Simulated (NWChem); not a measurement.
Species: C₄H₈; SMILES C(/C)=C/C

```xyz
12

C      1.5935     0.0000     0.5219
C      0.6693     0.0000    -0.6642
C     -0.6693     0.0000    -0.6642
C     -1.5935     0.0000     0.5219
H      2.2509    -0.8801     0.5052
H      2.2509     0.8801     0.5052
H      1.0611     0.0000     1.4770
H      1.1696     0.0000    -1.6335
H     -1.1696     0.0000    -1.6335
H     -1.0611     0.0000     1.4770
H     -2.2509    -0.8801     0.5052
H     -2.2509     0.8801     0.5052
```
Atoms are numbered in this order, from 1.

All runs: NWChem. Geometry: optimised at B3LYP/6-31G* (spherical d). Ions are spin-unrestricted doublets at the neutral geometry; other ion states weren't tried. Functional: LC-ωPBE (HJS hole) with def2-SVP; the question gives the range parameter ω in 1/bohr.

Problem. Predict the results for range parameter (1/bohr) 0.20. Quantities: vertical ionisation energy, ΔSCF (eV); −ε(HOMO) (eV).

Solution. 
| Quantity | Result |
|---|---|
| vertical ionisation energy, ΔSCF (eV) | 9.13 |
| −ε(HOMO) (eV) | 8.30 |
